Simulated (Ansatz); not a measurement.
# FHNSi2+: where a starting geometry ends

The starting geometry of this gas-phase singlet was optimised with GFN2-xTB.

```
atom    x (Å)    y (Å)    z (Å)
   F  -1.5318  -0.8684   0.3767
   N   0.7626  -0.2252  -0.3106
  Si   1.0539  -1.8613  -0.1718
  Si  -0.8683   0.5593   0.0114
   H   1.4894   0.4331  -0.5795
```

Problem. Predict what becomes of its bonds when it is optimised with PBE0-D3(BJ)/def2-SVP.

Solution. A new bond forms, giving a structure with F1 bridging Si4 and Si3, given below by its coordinates. Distances that change by over a tenth: F1–Si4 (1.62 → 1.87 Å). Contacts that close: F1–Si3 (2.82 → 1.87 Å).

The energy falls by 0.41 eV over 10 steps:

| step | E − E(last) (eV) |
| --- | --- |
| 1 | 0.410 |
| 2 | 0.384 |
| 3 | 0.303 |
| 4 | 0.167 |
| 5 | 0.150 |
| 6 | 0.123 |
| 7 | 0.020 |
| 8 | 0.000 |
| 9 | 0.000 |
| 10 | 0.000 |

Final geometry (Å):

```xyz
5

F    -1.1628   -1.1856    0.3143
N     0.7410   -0.0621   -0.3219
Si    0.5722   -1.7790   -0.0536
Si   -0.8323    0.6267   -0.0080
H     1.5875    0.4375   -0.6047
```

Frequencies at the end are all real (lowest 180 cm⁻¹). Run with Ansatz 0.2.0, 26 s on 1 thread of AMD EPYC 7R43 64-Core Processor (Zen 3) (shared host).
